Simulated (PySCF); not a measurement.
Harmonic spectrum computed at PBE0 in the def2-TZVP basis family (core potentials from Rb on, PySCF, no spin–orbit coupling):

```
ω (cm⁻¹)  IR (km/mol)
     126          1.9
     307          1.1
     422         12.0
```

**Question.** Which molecule gave it? In each, all ligands are bound to the one heavy central atom.
A. SnS₂ (singlet)
B. MoS₂ (triplet)
C. HfS₂ (singlet)
D. IS₂ (doublet)
E. BiS₂ (doublet)

**Answer.** E. It has C2v symmetry with Bi–S 2.361 Å (×2).
